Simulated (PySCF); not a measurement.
## Core-level binding energies of `[SiH3][N]([SiH3])[GeH2][GeH3]`

Compound: Ge2H11NSi2.
Bonds: Si1–N2, N2–Si3, N2–Ge4, Ge4–Ge5. Hydrogens: H6, H7, H8 on Si1; H9, H10, H11 on Si3; H12, H13 on Ge4; H14, H15, H16 on Ge5.

Computed, not measured: PySCF, delta-SCF UKS SCAN, pcX-2 on the ionised atom, pcseg-1 elsewhere, spin-free X2C. Vertical ΔSCF values, vacuum level as zero.

**Question.** What binding energy does each computed site have?

**Answer.** 
```csv
atom(s),bonded to,level,binding energy (eV),2p1/2 (eV),count
Si1/Si3,N and 3 H,Si 2p3/2,106.90,107.52,2
N2,Ge and 2 Si,N 1s,403.57,–,1
Si1/Si3,N and 3 H,Si 1s,1846.78,–,2
```

**Question.** What is the longest wavelength that can ionise N 1s of N2 (atom 2) vertically?

**Answer.** λ = hc/E = 12398.42 eV Å / 403.57 eV = 30.722 Å.

One atom of each set of topologically equivalent atoms was ionised and stands for the set; in this conformer not all members are related by symmetry, and their own values weren't computed. Spin–orbit and ligand-field terms were added within each 2p shell after the spin-free SCF. 2p1/2 minus 2p3/2 (ligand field included): Si 0.62 eV. No level of germanium is listed. The structure is a single PBE0-D3(BJ)/def2-SVP conformer in the gas phase; no vibrational or solvent corrections.

The run took 27 s on one thread of an x86-64 server, no GPU (shared host).

Conformer computed: `[SiH3:1][N:2]([SiH3:3])[GeH2:4][GeH3:5]`: Si1–N2–Ge4–Ge5 89°.
